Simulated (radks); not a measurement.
Task: Excited configurations of P3+: one electron is placed in a higher orbital outside [Ne] 3s1. The ground configuration is [Ne] 3s2. Calculated with a radial shooting solver on a logarithmic mesh with Libxc functionals: scalar-relativistic Kohn-Sham, PBE, spin-polarised, spherical densities, point nucleus; open shells are filled with parallel spins first. Excitation = E - E(ground); binding = E(ion) - E, where the ion is the core of charge +4; n* = 4/sqrt(2 binding) in atomic units, and the quantum defect is n - n*.

| outer orbital | excitation (eV) | binding (eV) | n* | quantum defect | eigenvalue (eV) | <r> (bohr) |
|---|---|---|---|---|---|---|
| 4p | 31.010 | 20.393 | 3.267 | 0.733 | -18.106 | 3.896 |
| 4f | 37.184 | 14.219 | 3.913 | 0.087 | -12.043 | 4.263 |
| 6s | 42.469 | 8.934 | 4.936 | 1.064 | -8.062 | 9.420 |
| 6p | 43.258 | 8.145 | 5.170 | 0.830 | -7.331 | 10.11 |
| 6d | 44.394 | 7.009 | 5.573 | 0.427 | -6.276 | 11.29 |
| 6f | 44.776 | 6.626 | 5.732 | 0.268 | -5.891 | 11.22 |
| 7d | 46.272 | 5.131 | 6.514 | 0.486 | -4.633 | 15.73 |
| 7f | 46.507 | 4.896 | 6.668 | 0.332 | -4.400 | 15.76 |

Estimate the row for 5s.

Result: excitation (eV) 37.690; binding (eV) 13.712; n* 3.984; quantum defect 1.016; eigenvalue (eV) -12.275; <r> (bohr) 6.138. The Delta-SCF ionisation energy is 51.403 eV (NIST Atomic Spectra Database: 51.444 eV, measured). Self-interaction in the functional shifts the binding energies and quantum defects, so they are the method's values and not measured ones.
